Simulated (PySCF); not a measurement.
Sn(SH)(SiH3) (H4SSiSn), SMILES [SiH3][Sn][SH] (connectivity only; charge and spin as stated), neutral, multiplicity 1.

Geometry: B3LYP-D3(BJ)/def2-SVP. The def2 effective core potentials stand for the cores of Sn; spin–orbit coupling is left out. The values are those of a single conformer.

Computed with PBE0/def2-TZVPD in PySCF.

The molecule is in vacuum.

| Quantity | Value |
|---|---|
| total energy | -904.18194 hartree |
| point group | Cs |
| highest occupied level | -6.49 eV |
| lowest empty level | -2.93 eV |
| orbital gap | 3.56 eV |
| dipole moment | 2.08 D |
| quadrupole, principal values (traceless, Buckingham form, about the centre of nuclear charge) | -3.56, 0.16, 3.40 D·Å |
| mean static polarisability | 107.2 bohr³ (15.88 Å³) |
| polarisability, principal values | 77.2, 110.9, 133.3 bohr³ |
